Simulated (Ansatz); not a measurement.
```yaml
crystal:
  periodic: [false, false, false]
  atoms:
    - {symbol: C, position_ang: [-0.739506, -0.444582, -0.734704]}
    - {symbol: C, position_ang: [0.033168, -0.555711, -0.354321]}
    - {symbol: Si, position_ang: [0.241464, 0.378490, 0.315967]}
    - {symbol: F, position_ang: [1.361283, 0.771446, 0.107264]}
    - {symbol: Cl, position_ang: [0.503155, -0.079642, 1.519624]}
    - {symbol: H, position_ang: [-1.422184, -0.015828, -0.925714]}
    - {symbol: H, position_ang: [0.401450, -1.072970, -0.432435]}
    - {symbol: H, position_ang: [-0.412918, 0.917129, 0.382542]}
basis:
  gaussian: {orbitals: STO-3G, nuclear_model: gaussian}
magnetization: {spin_polarized: true, initial_magnetization: 1}
hamiltonian: {xc: {name: CAM-B3LYP}, dispersion: d4}
```

```sh
$ ansatz run in.yaml --threads 4 --pin off --events-out ev --progress --plain --max-ram 10444MiB
```

Shortened log:

```
Functional definition: CAM-B3LYP
447 factors; integrals over basis functions are off by at most 4.2e-5 eV
177 factors; integrals over basis functions are off by at most 6.7e-7 eV
mean field evaluation 1: about -24843.7349 eV, gradient 1.4e1 eV
mean field evaluation 2: about -24845.0450 eV, gradient 4.1e0 eV
mean field evaluation 4: about -24845.1315 eV, gradient 2.7e-1 eV
mean field evaluation 8: about -24845.1529 eV, gradient 1.2e-2 eV
mean field -24845.15288584 eV, -913.0425279050 hartree, gradient 3.4e-5 eV, S^2 0.751352; 0 other end points of the search recorded, 0 dependent functions left out
reference -24845.15295649 eV, -913.0425305017 hartree; 28, 27 occupied and 8, 9 virtual orbitals, 447 factors
Total energy: -24845.33029610 eV, -913.0490476118 hartree
```

(1) Something in this input is off. What?

Answers

(1) The geometry is squeezed to about two thirds of its size. The run converged. The result belongs to that input, not to the molecule as meant.
